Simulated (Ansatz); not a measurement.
Species: C4H2ClO (charge 0, doublet). SMILES: Clc1[c]occ1
Geometry from a B3LYP-D3(BJ)/def2-TZVP (Ansatz, an electronic-structure program) optimisation:
```xyz
8

Cl     1.9670     0.3474     0.0753
C      0.2880     0.0128     0.0289
C     -0.3682    -1.0875     0.4649
O     -1.6795    -1.0175     0.2734
C     -1.9156     0.2041    -0.3275
C     -0.7470     0.8657    -0.4960
H     -2.9426     0.4235    -0.5546
H     -0.6040     1.8386    -0.9345
```
Charge 0, spin multiplicity 2.

Wanted: atomisation energy, in kcal/mol. Conventions: open shells spin-unrestricted; atomisation electronic, to ground-state atoms; dispersion terms only where a functional's name holds one; no spin-orbit coupling; LANL2DZ with its own core potentials from Na on; non-relativistic. Ab initio and DFT rows: single points at B3LYP-D3(BJ) geometries (Ansatz).

```
species      coefficient  E at B3LYP/LANL2DZ (Ansatz), Eh  E at PBE0/def2-TZVPD (Ansatz), Eh
-----------  -----------  -------------------------------  ---------------------------------
Clc1[c]occ1           -1                       -243.60459                         -688.61024
C atom                +4                        -37.85342                          -37.80543
Cl atom               +1                        -14.89606                         -459.99797
H atom                +2                         -0.49891                           -0.50104
O atom                +1                        -75.08172                          -75.01925
```

 1 Eh = 627.5095 kcal/mol.

### Question
Work the quantity out at each level.

### Answer

- B3LYP/LANL2DZ: the sum of coefficient times E is 1.21531 Eh, or 762.62 kcal/mol. Result: 762.6 kcal/mol.
- PBE0/def2-TZVPD: the sum of coefficient times E is 1.36922 Eh, or 859.20 kcal/mol. Result: 859.2 kcal/mol.
